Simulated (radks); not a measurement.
Charge is removed step by step from the 4p3/2 level of Pd2+, starting from [Ar] 3d10 4s2 4p(1/2: 2, 3/2: 4) 4d8. Method: Dirac Kohn-Sham, PBE, spin-unpolarised, spherical densities, finite nucleus; open shells fill j = l - 1/2 first; Fermi nuclear charge, rms radius 4.5318 fm; computed with a radial shooting solver on a logarithmic mesh with Libxc functionals.

| removed (e) | E - E(0) (eV) | eigenvalue (eV) | E minus straight line (eV) |
|---|---|---|---|
| 0 | 0.000 | -74.604 | 0.000 |
| 0.125 | 9.450 | -76.605 | -0.902 |
| 0.25 | 19.152 | -78.631 | -1.552 |
| 0.375 | 29.109 | -80.683 | -1.948 |
| 0.5 | 39.324 | -82.758 | -2.085 |
| 0.625 | 49.799 | -84.855 | -1.962 |
| 0.75 | 60.539 | -86.975 | -1.575 |
| 0.875 | 71.544 | -89.116 | -0.922 |
| 1 | 82.818 | -91.277 | 0.000 |

Removing the whole electron costs 82.818 eV by Delta-SCF, against 74.604 eV from minus the eigenvalue at the starting occupation. Slater's transition state (half an electron removed) gives 82.758 eV. Integrating minus the eigenvalue over the occupation (Janak's theorem) gives 82.818 eV. The mean slope of the eigenvalue, de/dn, is 16.7 eV per electron.
